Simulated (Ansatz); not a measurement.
Mulliken charges of C4H3F3, SMILES `C=C(F)/C(F)=C\F` from ωB97M-V/def2-TZVPP in Ansatz (PBE0-D4/def2-TZVP geometry).

```
atom   x (Å)   y (Å)   z (Å)  charge (e)
  C1  -0.433  -1.260   1.321      -0.241
  C2  -0.143  -0.730   0.142       0.181
  F3  -0.045  -1.491  -0.950      -0.182
  C4   0.095   0.680  -0.108       0.200
  F5  -0.004   1.447   0.988      -0.196
  C6   0.391   1.306  -1.245       0.056
  F7   0.522   0.685  -2.407      -0.168
  H8  -0.595  -2.325   1.414       0.113
  H9  -0.508  -0.629   2.193       0.120
 H10   0.544   2.378  -1.285       0.116
```

Question: By hand: the dipole of these point charges (1 e Å = 4.8032 D).

Answer: Σ q r = (-0.024, 0.191, 0.274) e Å, of length 0.335 e Å = 1.61 D.

Question: How does the dipole of the full density compare? (Best estimate.)

Answer: Computed: (-0.016, 0.141, 0.191) e Å, 1.14 D; the point charges give 1.41 times that, at 2° from its direction.

Point charges leave out the atoms' own dipoles, such as those of lone pairs, and Mulliken's split depends on the basis, so the two needn't agree.
